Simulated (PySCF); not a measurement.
Working out the ionisation energy of Ar⁺

Ar⁺ [Ne] 3s2 3p5 (2P) → Ar²⁺ [Ne] 3s2 3p4 (3P). Calculation: PySCF 2.14, in aug-cc-pV(Q+d)Z; no relativity, point nucleus. Frozen: [Ne]. Energies in hartree (1 hartree = 27.21139 eV):

```tsv
part	Ar⁺ (lower)	Ar²⁺ (upper)
UHF	-526.282122	-525.312965
MP2 opposite-spin	-0.145197	-0.112629
MP2 same-spin	-0.040203	-0.031447
```

What does Hartree-Fock give?

(-525.312965) − (-526.282122) = 0.969157 hartree = 26.372 eV.

What do MP2 and SCS-MP2 (6/5 opposite-spin, 1/3 same-spin) give?

The opposite-spin parts differ by 0.886 eV and the same-spin parts by 0.238 eV. MP2: 26.372 + (0.886) + (0.238) = 27.496 eV. SCS-MP2: 26.372 + 1.2 × (0.886) + (0.238)/3 = 27.515 eV.

A first-order spin-orbit estimate adds -0.006 eV to MP2 (valence), giving 27.490 eV against 27.630 eV (measured; NIST Atomic Spectra Database, ionization energies).

What remains against the reference includes basis incompleteness, the frozen core and correlation beyond second order.
